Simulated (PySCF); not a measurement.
Job for PySCF: R-MP2/6-31G* on C2H4F2O (a complex), monomers drawn apart or pushed together.

```python
from pyscf import gto, scf, dft, mp
from pyscf.data.elements import chemcore

mol = gto.M(
    atom='''
    C    -0.33213211   -0.10086546   -0.01567939
    O     0.64597051   -0.71396437    0.31739458
    H    -0.54541780    0.11585582   -1.07976486
    H    -1.06458301    0.27577816    0.71961310
    F    -0.14391465    0.79236349    3.61032907
    C    -0.06793684   -0.55825755    3.80312040
    F    -1.27650254   -1.09934655    3.46630579
    H     0.11239563   -0.74676129    4.86228124
    H     0.68996860   -0.96105069    3.13400674
    ''',
    basis='6-31g*',
    cart=True,
    charge=0, spin=0, verbose=3, max_memory=1800)
mf = scf.RHF(mol)
mf.conv_tol = 1e-8
mf.max_cycle = 100
mf.kernel()
if not mf.converged:
    mf = mf.newton().run(mf.mo_coeff, mf.mo_occ)
pt = mp.MP2(mf, frozen=chemcore(mol)).run()
```

Problem. Predict the final total energy.

Solution. -352.5366 hartree.
